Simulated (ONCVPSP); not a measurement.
How hard is this Mg ONCV potential?

magnesium, optimised norm-conserving Vanderbilt (ONCV), made with ONCVPSP 4.0.1 (LDA (Perdew-Zunger), scalar-relativistic). Core [Ne], reference 3s2. Waves: 3s: rc 2.10 bohr, ncon 4, nbas 7, qcut 3.7 1/bohr, 2 projectors, debl 2.6 Ha; p scattering state at 0.17 Ha: rc 2.10 bohr, ncon 4, nbas 7, qcut 4.5 1/bohr, 1 projector; d scattering state at 0.35 Ha: rc 2.05 bohr, ncon 3, nbas 7, qcut 5 1/bohr, 3 projectors, debl 1.3 Ha. Local part: polynomial inside 1.80 bohr (lpopt 2, dvloc0 0 Ha). Core correction: Teter function, fcfact 3.5, rcfact 1.75.

Q: For each optimised wave give the share of its norm inside rc, the residual kinetic energy above qcut (Ha) and the cutoffs (Ha) for errors of 10, 1, 0.1 and 0.01 mHa per electron.

A:

| wave | norm inside rc | residual KE | 10 mHa | 1 mHa | 0.1 mHa | 0.01 mHa |
| --- | --- | --- | --- | --- | --- | --- |
| 3s | 0.213 | 1.1e-05 | 2.3 | 4.2 | 5.6 | 7.4 |
| s projector 2 | 0.144 | 2.2e-03 | 6.0 | 9.7 | 36.3 | 43.3 |
| p projector 1 | 0.296 | 6.6e-05 | 1.5 | 3.4 | 9.3 | 30.6 |
| d projector 1 | 0.152 | 1.7e-05 | 3.9 | 7.5 | 10.3 | 15.2 |
| d projector 2 | 0.357 | 1.1e-03 | 9.3 | 12.7 | 23.6 | 54.4 |
| d projector 3 | 0.193 | 6.6e-03 | 11.6 | 15.4 | 33.5 | 75.6 |

The occupied waves need 4.2 Ha and 5.6 Ha for 1 and 0.1 mHa. The cutoffs count occupied waves only; projector 3 of the d channel, the hardest unoccupied one, needs 15 Ha at the loose tolerance. Note: no bound ghost flagged; GHOST(+) flagged for s at 126.3 eV. 1 of 4 tests not solved or not reliable.
